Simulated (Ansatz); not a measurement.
# Swapping OH for Cl on W: the vertical ionisation energy

On one W centre, n of the OH ligands are replaced by Cl. The vertical ionisation energy y in eV at B2PLYP/def2-TZVPP. Shapes, held fixed at every level: PBE0-D4/def2-TZVP. Flexible molecules stand in one conformer, not always the lowest. Programs: Ansatz 0.2.0.

| molecule | n | y (eV) |
| --- | --- | --- |
| W(OH)4Cl2 | 2 | 10.33 |
| W(OH)3Cl3 | 3 | ? |
| W(OH)Cl5 | 5 | 10.74 |
| WCl6 | 6 | 10.94 |

Question: Fit y = c + s·n to the known rows and predict W(OH)3Cl3.

Answer: 
1. Means of the 3 rows: n = 4.33333, y = 10.670.
2. Σ(Δn)² = 8.6667, Σ(Δn·Δy) = 1.29, so the slope is 1.29/8.6667 = 0.14885.
3. Intercept: 10.670 − (0.14885) × 4.33333 = 10.025. The largest residual of the fit is 0.029.
4. W(OH)3Cl3: 10.025 + (0.14885) × 3 = 10.47 eV.

The run gave 10.49 eV, so the prediction is off by -0.02 eV, within the scatter of the fit. The steps per swap are +0.16, +0.12, +0.20 eV. Other levels give for W(OH)3Cl3: B3LYP-D4/def2-TZVPP 10.43; PBE0-D4/def2-TZVPP 10.49; wB97M-V/def2-TZVPP 10.80 eV. Cations run unrestricted. For atoms past krypton def2 sets carry core potentials with scalar relativity. Correlated rows may include outer-core shells of W, which these sets cover unevenly.
